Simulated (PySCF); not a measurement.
**Electron correlation in B (boron, neutral)**

[He] 2s1 2p1 3s1, high-spin 4P determinant (an excited configuration). Calculation: PySCF 2.14, in aug-cc-pCVTZ-DK (7s6p4d2f, 59 functions); scalar relativity by spin-free X2C-1e. Frozen: nothing; 5 electrons correlated.

| level | correlation energy (mhartree) |
| --- | --- |
| CCSD | -55.70 |
| (T) | -0.18 |
| CCSD(T) | -55.88 |

Diagnostics: T1 = 0.0066, D1 = 0.0197, largest double amplitude 0.043.

Is a single reference adequate?

Yes: T1 lies below 0.03 and no double amplitude reaches 0.07.
